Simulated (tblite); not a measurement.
C₆H₁₀AuO₂, charge +1, singlet, at a GFN2-xTB geometry (such geometries of metal compounds can be far from the true shape) (the multiplicity is a formal guess); GFN1-xTB in tblite 0.6.0.

Here is a job for tblite.
```
$ tblite run mol.xyz --method gfn1 --charge 1 --spin 0 --spin-polarized --json tblite.json --no-restart

# file mol.xyz
19

Au     0.54732637     0.67334319     0.27763479
C      1.47114103     2.15482715    -0.72701074
H      2.08613064     2.66473907     0.01015622
H      0.74449983     2.83709640    -1.15007766
H      2.08857464     1.75673059    -1.52201096
C     -1.43594018    -1.27117979    -2.85121481
C     -1.00049977    -1.01537765    -1.42878763
C     -1.43251235    -1.83163365    -0.42486893
C     -1.10504892    -1.71326233     0.95562966
C     -1.69577160    -2.72563219     1.87636374
O     -0.36324081    -0.82406881     1.43051879
O     -0.22498191     0.02037069    -1.39228625
H     -2.52170344    -1.22909101    -2.90893899
H     -1.00792985    -0.52248796    -3.51211192
H     -1.10014784    -2.25990141    -3.15769197
H     -2.08448852    -2.64813803    -0.69115894
H     -1.37474772    -2.53634879     2.89704921
H     -2.78272962    -2.68773532     1.82072319
H     -1.38866859    -3.72583918     1.57438569
```

Task: Predict the main parts of the log of this tblite run.

Result: 
```
xTB calculator
 | screened Coulomb repulsion
 | Coulomb electrostatics
 |  * isotropic Klopman-Ohno-Mataga-Nishimoto electrostatics
 |  * onsite third-order electrostatics
 | DFT-D3(BJ) dispersion correction
 | Interactions (1)
 | [1] spin polarization

halogen bonding energy    0.0000000000000E+00 Eh
repulsion energy          3.2187211080462E-01 Eh
dispersion energy        -8.4034198356682E-03 Eh
interaction energy        0.0000000000000E+00 Eh
number of electrons       5.6000000000000E+01 e
integral cutoff           2.9451784168471E+01 bohr

------------------------------------------------------------
  cycle        total energy    energy error   density error
------------------------------------------------------------
      1     -30.25210300233  -3.0565572E+01   5.0441877E-01
      2     -30.88425719066  -6.3215419E-01   2.3661036E-01
      3     -30.86464584573   1.9611345E-02   1.4133637E-01
      4     -30.88094699050  -1.6301145E-02   5.1293161E-02
      5     -30.92657080290  -4.5623812E-02   1.1325051E-02
      6     -30.92856863525  -1.9978323E-03   2.1026231E-03
      7     -30.92857384597  -5.2107179E-06   1.0556970E-03
      8     -30.92857865050  -4.8045376E-06   3.0741335E-04
      9     -30.92857878363  -1.3312457E-07   9.0155545E-05
     10     -30.92857884564  -6.2007167E-08   3.3311432E-05
     11     -30.92857885234  -6.7053421E-09   1.0602328E-05
------------------------------------------------------------

electronic energy        -3.1242047543311E+01 Eh
total energy             -3.0928578852342E+01 Eh

Post processing:
 | Mayer-Wiberg bond orders

[Info] JSON dump of results written to 'tblite.json'
```
